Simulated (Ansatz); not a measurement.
Reaction (substitution at a C–C bond): `C#CC(=O)O` + `O[SiH2][SiH3]` → `O=C(O)O[SiH2][SiH3]` + acetylene

Calculated with Ansatz (gas phase, PBE0-D4/def2-TZVP geometries, no zero-point term in ΔE). CCSD(T)/CBS adds triple-zeta CCSD(T) − MP2 to the extrapolated MP2 energy (def2 sets, frozen cores). This one scheme is used for every species. Each species was taken in one conformer, which may not be the lowest.

```tsv
species	MP2/def2-TZVPP energy (Eh)
`C#CC(=O)O`	-265.45813
`O[SiH2][SiH3]`	-656.81190
`O=C(O)O[SiH2][SiH3]`	-845.11898
`C#C`	-77.16018
```

**Question.** Work out ΔE.

**Answer.** ΔE = (-845.11898) + (-77.16018) − (-265.45813) − (-656.81190) = -0.00913 Eh = -24.0 kJ/mol. CCSD(T)/CBS gives -28.3 kJ/mol.

Largest T1 diagnostic among the species: 0.016.

From PBE to PBE0 (25 % exact exchange), in def2-TZVPP and without D4, ΔE moves by −9.4 kJ/mol. In def2-TZVPP, CCSD(T) changes the Hartree–Fock value by +13.8 kJ/mol (the triples alone add +1.9 kJ/mol) and MP2 by +19.6 kJ/mol.
